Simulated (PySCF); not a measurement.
C₄H₁₂BN.
SMILES: `[BH3-][NH2+]CC1CC1`

Torsions of this conformer, `[BH3-:1][NH2+:2][CH2:3][CH:4]1[CH2:5][CH2:6]1`: B1–N2–C3–C4 -177°, N2–C3–C4–C5 79°.

The closed-shell ground state was solved at several levels (PySCF, density fitting, gas phase, non-relativistic). Geometry: GFN2-xTB, one conformer, isolated molecule.

```csv
level,basis functions,total energy (Eh),HOMO (eV),LUMO (eV),gap (eV),dipole (D)
B3LYP/pcJ-1,282,-239.2474,-7.49,0.34,7.83,5.93
CAM-B3LYP/def2-SVPD,216,-238.9172,-9.16,0.80,9.96,5.75
```

Problem. What might PBE0/pcSseg-1 (162 basis functions) give for the same quantities?

Solution. Total energy -238.8910 Eh, HOMO -7.67 eV, LUMO 0.65 eV, gap 8.32 eV, dipole 5.91 D.

Problem. Over all these levels, which gives the widest orbital gap and which the narrowest?

Solution. CAM-B3LYP/def2-SVPD (range-separated hybrid) has the widest, 9.96 eV, and B3LYP/pcJ-1 (global hybrid, 20 % exact exchange) the narrowest, 7.83 eV. Functional and basis both differ between the two, so the spread mixes both effects.

Problem. How far do the dipole and the HOMO energy spread over the levels?

Solution. The dipole runs from 5.75 to 5.93 D (mean 5.86 D) and the HOMO from -9.16 to -7.49 eV.
